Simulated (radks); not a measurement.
The numbers below are computed, except where a source is named.
Orbital eigenvalues (eV) of the ytterbium ion Yb3+, [Xe] 4f13, at several levels of relativity; Dirac values are averaged over j with weights 2j + 1. Spin-unpolarised spherical Kohn-Sham, PBEsol, point nucleus unless stated (finite: rms radius 5.3108 fm), a radial shooting solver on a logarithmic mesh with Libxc functionals. A level marked "c x" has the speed of light scaled by that factor and shares open shells by 2j + 1; other Dirac levels either fill j = l - 1/2 first or share by 2j + 1.

shell	non-rel.	scalar-rel., finite nucleus	Dirac, low j first	Dirac, c x 2	change of magnitude, last against first (%)
1s	-56770	-61237	-61178	-57756	+1.74
2s	-9234.6	-10404	-10387	-9489.3	+2.76
2p	-8829.4	-9176.3	-9211.3	-8915.8	+0.98
3s	-2089.9	-2371.6	-2367.5	-2151.5	+2.95
3p	-1904.8	-2001.4	-2008.6	-1928.7	+1.25
3d	-1559.6	-1549.9	-1546.6	-1556.8	-0.18
4s	-424.71	-493.67	-492.82	-439.64	+3.52
4p	-349.43	-371.99	-373.87	-354.96	+1.58
4d	-213.39	-211.70	-211.23	-212.89	-0.23
5s	-75.659	-85.814	-85.670	-77.789	+2.82
5p	-55.149	-57.155	-57.430	-55.628	+0.87
4f	-41.126	-36.049	-35.935	-39.815	-3.19
